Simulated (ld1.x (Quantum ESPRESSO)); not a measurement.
**Building the TM potential for iridium (Ir) (PBE, fully relativistic).**

The input file (ld1.x (Quantum ESPRESSO) 7.5):

```
&input
   title='Ir', zed=77., rel=2, dft='PBE', iswitch=3,
   config='[Xe] 4f14 5d7 6s2 6p0', rel_dist='average',
   nld=5, rlderiv=3.80, eminld=-3.0, emaxld=5.0, deld=0.02
 /
 &inputp
   pseudotype=2, tm=.true., lloc=1,
   nlcc=.true., new_core_ps=.true.,
   file_pseudopw='Ir.UPF', file_wfcaegen='ae.wfc', file_wfcncgen='nc.wfc', file_beta='beta', file_chi='chi'
 /
3
6S  1  0   2.00   0.00  1.80  1.80  0.0
5D  3  2   7.00   0.00  1.90  1.90  0.0
6P  2  1   0.00   0.00  3.50  3.50  0.0
 &test
   configts(1)='5d7 6s2 6p0'
 /
```

Command:

```bash
ld1.x < Ir.in > Ir.out
```

The program printed (shortened: banner, matrices, multipoles, cross overlaps and the repeated all-electron block are left out):

```
Program LD1 v.7.5
     --------------------------- All-electron run ----------------------------

     Ir
     dirac relativistic calculation

     atomic number is 77.00
     dft =PBE   lsd =0 sic =0 latt =0  beta=0.20 tr2=1.0E-14
     Exchange-correlation= PBE
                           (   1   4   3   4   0   0   0)
     mesh =1277 r(mesh) = 100.10249 a.u. xmin = -7.00 dx = 0.01250
     1 Ry =  13.60569312 eV, c = 137.03599908

     n l j   nl                  e(Ry)          e(Ha)          e(eV)
     Spin orbit split results
     1 0 0.5 1S 1( 2.00)     -5587.4559     -2793.7280    -76021.2109
     2 0 0.5 2S 1( 2.00)      -976.6759      -488.3380    -13288.3529
     2 1 0.5 2P 1( 2.00)      -935.4531      -467.7266    -12727.4884
     2 1 1.5 2P 1( 4.00)      -815.8113      -407.9056    -11099.6778
     3 0 0.5 3S 1( 2.00)      -228.4157      -114.2079     -3107.7543
     3 1 0.5 3P 1( 2.00)      -209.9766      -104.9883     -2856.8773
     3 1 1.5 3P 1( 4.00)      -183.7794       -91.8897     -2500.4457
     4 0 0.5 4S 1( 2.00)       -48.7270       -24.3635      -662.9640
     4 1 0.5 4P 1( 2.00)       -40.9508       -20.4754      -557.1645
     4 1 1.5 4P 1( 4.00)       -34.7554       -17.3777      -472.8708
     3 2 1.5 3D 1( 4.00)      -153.0482       -76.5241     -2082.3275
     3 2 2.5 3D 1( 6.00)      -147.3882       -73.6941     -2005.3187
     5 0 0.5 5S 1( 2.00)        -7.1845        -3.5922       -97.7501
     5 1 0.5 5P 1( 2.00)        -4.7448        -2.3724       -64.5567
     5 1 1.5 5P 1( 4.00)        -3.7464        -1.8732       -50.9720
     4 2 1.5 4D 1( 4.00)       -22.0244       -11.0122      -299.6576
     4 2 2.5 4D 1( 6.00)       -20.8746       -10.4373      -284.0138
     4 3 2.5 4F 1( 6.00)        -4.6862        -2.3431       -63.7585
     4 3 3.5 4F 1( 8.00)        -4.4569        -2.2285       -60.6394
     5 2 1.5 5D 1( 2.80)        -0.5808        -0.2904        -7.9023
     5 2 2.5 5D 1( 4.20)        -0.4908        -0.2454        -6.6781
     6 0 0.5 6S 1( 2.00)        -0.4659        -0.2330        -6.3392
     6 1 0.5 6P 1( 0.00)        -0.1218        -0.0609        -1.6577
     6 1 1.5 6P 1( 0.00)        -0.0792        -0.0396        -1.0782
     Averaged results
     1 0     1S 1( 2.00)     -5587.4559     -2793.7280    -76021.2109
     2 0     2S 1( 2.00)      -976.6759      -488.3380    -13288.3529
     2 1     2P 1( 6.00)      -855.6919      -427.8459    -11642.2813
     3 0     3S 1( 2.00)      -228.4157      -114.2079     -3107.7543
     3 1     3P 1( 6.00)      -192.5118       -96.2559     -2619.2562
     4 0     4S 1( 2.00)       -48.7270       -24.3635      -662.9640
     4 1     4P 1( 6.00)       -36.8205       -18.4103      -500.9687
     3 2     3D 1(10.00)      -149.6522       -74.8261     -2036.1222
     5 0     5S 1( 2.00)        -7.1845        -3.5922       -97.7501
     5 1     5P 1( 6.00)        -4.0792        -2.0396       -55.5003
     4 2     4D 1(10.00)       -21.3346       -10.6673      -290.2714
     4 3     4F 1(14.00)        -4.5552        -2.2776       -61.9762
     5 2     5D 1( 7.00)        -0.5268        -0.2634        -7.1678
     6 0     6S 1( 2.00)        -0.4659        -0.2330        -6.3392
     6 1     6P 1( 0.00)        -0.0934        -0.0467        -1.2714

     final scf error:  4.2E-15 reached in  28 iterations

     Etot =  -35716.068555 Ry,  -17858.034278 Ha, -485941.868324 eV

     Ekin =   40716.074864 Ry,   20358.037432 Ha,  553970.419770 eV
     Encl =  -89655.884674 Ry,  -44827.942337 Ha,-1219830.453539 eV
     Eh   =   13921.550215 Ry,    6960.775107 Ha,  189412.340018 eV
     Exc  =    -697.808960 Ry,    -348.904480 Ha,   -9494.174572 eV

     normalization and overlap integrals

     s(1S/1S) =  1.000000  <r> =   0.0174  <r2> =    0.0004  r(max) =   0.0108
     s(2S/2S) =  1.000000  <r> =   0.0729  <r2> =    0.0064  r(max) =   0.0620
     s(2P/2P) =  1.000000  <r> =   0.0602  <r2> =    0.0045  r(max) =   0.0465
     s(2P/2P) =  1.000000  <r> =   0.0685  <r2> =    0.0057  r(max) =   0.0533
     s(3S/3S) =  1.000000  <r> =   0.1899  <r2> =    0.0414  r(max) =   0.1749
     s(3P/3P) =  1.000000  <r> =   0.1801  <r2> =    0.0378  r(max) =   0.1643
     s(3P/3P) =  1.000000  <r> =   0.1954  <r2> =    0.0443  r(max) =   0.1793
     s(4S/4S) =  1.000000  <r> =   0.4232  <r2> =    0.2023  r(max) =   0.3990
     s(4P/4P) =  1.000000  <r> =   0.4267  <r2> =    0.2074  r(max) =   0.3990
     s(4P/4P) =  1.000000  <r> =   0.4604  <r2> =    0.2411  r(max) =   0.4247
     s(3D/3D) =  1.000000  <r> =   0.1705  <r2> =    0.0341  r(max) =   0.1396
     s(3D/3D) =  1.000000  <r> =   0.1752  <r2> =    0.0359  r(max) =   0.1432
     s(5S/5S) =  1.000000  <r> =   0.9786  <r2> =    1.0753  r(max) =   0.8880
     s(5P/5P) =  1.000000  <r> =   1.0649  <r2> =    1.2832  r(max) =   0.9453
     s(5P/5P) =  1.000000  <r> =   1.1646  <r2> =    1.5369  r(max) =   1.0317
     s(4D/4D) =  1.000000  <r> =   0.4719  <r2> =    0.2578  r(max) =   0.4195
     s(4D/4D) =  1.000000  <r> =   0.4832  <r2> =    0.2701  r(max) =   0.4301
     s(4F/4F) =  1.000000  <r> =   0.5314  <r2> =    0.3460  r(max) =   0.3940
     s(4F/4F) =  1.000000  <r> =   0.5391  <r2> =    0.3564  r(max) =   0.3990
     s(5D/5D) =  1.000000  <r> =   1.6753  <r2> =    3.3735  r(max) =   1.2760
     s(5D/5D) =  1.000000  <r> =   1.7549  <r2> =    3.7240  r(max) =   1.3247
     s(6S/6S) =  1.000000  <r> =   2.8998  <r2> =    9.6519  r(max) =   2.4138
     s(6P/6P) =  1.000000  <r> =   4.1769  <r2> =   20.7512  r(max) =   3.1383
     s(6P/6P) =  1.000000  <r> =   4.8488  <r2> =   28.0893  r(max) =   3.6462

     ------------------------ End of All-electron run ------------------------

     --------------------- Generating NC pseudopotential ---------------------

      Generating local pot.: lloc=1, j= 0.50, matching radius rcloc =   3.5000

      Generating local pot.: lloc=1, j= 1.50, matching radius rcloc =   3.5000

      Computing core charge for nlcc:

       r > 1.20 : true rho core
      Core charge pseudized with two Bessel functions
      Integrated core pseudo-charge :  18.05

     Fully relativistic calculation: |psi|^2

     Wfc 6S LC norm =  0.99994130 SC norm =  0.00005778 missing  0.00000092

     Wfc 5D LC norm =  0.99981257 SC norm =  0.00018742 missing  0.00000002

     Wfc 5D LC norm =  0.99982765 SC norm =  0.00017203 missing  0.00000032

      Wfc   6S  rcut= 1.788  Using Troullier-Martins method

      Wfc   5D  rcut= 1.880  Using Troullier-Martins method

      Wfc   5D  rcut= 1.880  Using Troullier-Martins method

     ------------------- End of pseudopotential generation -------------------

     Computing logarithmic derivative in   3.80937
     Computing logarithmic derivative in   3.80937
     Computing the partial wave expansion
     R is outside the sphere for l=    0 j= 0.50
       no projector for channel:   1
       no projector for channel:   1
     R is outside the sphere for l=    2 j= 1.50
     R is outside the sphere for l=    2 j= 2.50

     ---------------------- Testing the pseudopotential ----------------------

     Ir
     dirac relativistic calculation

     atomic number is 77.00   valence charge is  9.00
     dft =PBE   lsd =0 sic =0 latt =0  beta=0.20 tr2=1.0E-14
     mesh =1277 r(mesh) = 100.10249 xmin = -7.00 dx = 0.01250

     n l  j  nl             e AE (Ry)       e PS (Ry)    De AE-PS (Ry)
     3 2 1.5 5D   1( 2.80)       -0.58081       -0.58080       -0.00000
     3 2 2.5 5D   1( 4.20)       -0.49083       -0.49084        0.00001
     1 0 0.5 6S   1( 2.00)       -0.46592       -0.46592       -0.00000
     2 1 0.5 6P   1( 0.00)       -0.12184       -0.09090       -0.03094  !
     2 1 1.5 6P   1( 0.00)       -0.07925       -0.09090        0.01165  !

     eps = 2.5E-16  iter =  9

     Etot =  -35716.068555 Ry,  -17858.034278 Ha, -485941.868324 eV
     Etotps =   -78.682877 Ry,     -39.341439 Ha,   -1070.535080 eV

     Ekin =      30.934469 Ry,      15.467234 Ha,     420.884890 eV
     Encl =     -67.038953 Ry,     -33.519476 Ha,    -912.111419 eV
     Ehrt =      37.452618 Ry,      18.726309 Ha,     509.568822 eV
     Ecxc =     -48.425328 Ry,     -24.212664 Ha,    -658.860153 eV
     (Ecc =     -37.782824 Ry,     -18.891412 Ha,    -514.061507 eV)
     Epseu=     -31.605683 Ry,     -15.802841 Ha,    -430.017220 eV

     ---------------------- End of pseudopotential test ----------------------
```

Generation and configuration tests took about 3.8 s on one core of a shared server CPU.
